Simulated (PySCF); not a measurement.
A structure optimised at PBE-D3(BJ)/def2-SVP, used in a PySCF frequency run:

```
C
H 1 1.1146
H 1 1.1156 2 108.32
O 1 1.4289 2 110.12 3 121.59
C 1 1.5327 2 109.20 3 -120.98
H 5 1.1126 1 107.57 2 52.62
O 5 1.4188 6 106.43 1 116.84
H 7 0.9793 5 104.32 6 -164.90
C 5 1.5315 6 109.39 7 120.97
H 9 1.1069 5 109.78 6 -65.43
H 9 1.1090 10 108.46 5 120.31
H 9 1.1096 10 108.66 11 117.30
Si 4 1.6855 1 122.41 2 -61.10
H 13 1.4977 4 105.75 1 179.38
H 13 1.5073 14 110.46 4 -119.81
H 13 1.5075 14 110.48 15 -120.10
```
Charge 0, spin multiplicity 1.

Task: Write its SMILES and formula.

Result: C[C@@H](O)CO[SiH3], C3H10O2Si

Task: What are its rotational constants (standard atomic weights)?

Result: 5.9383, 1.3616, 1.2739 GHz
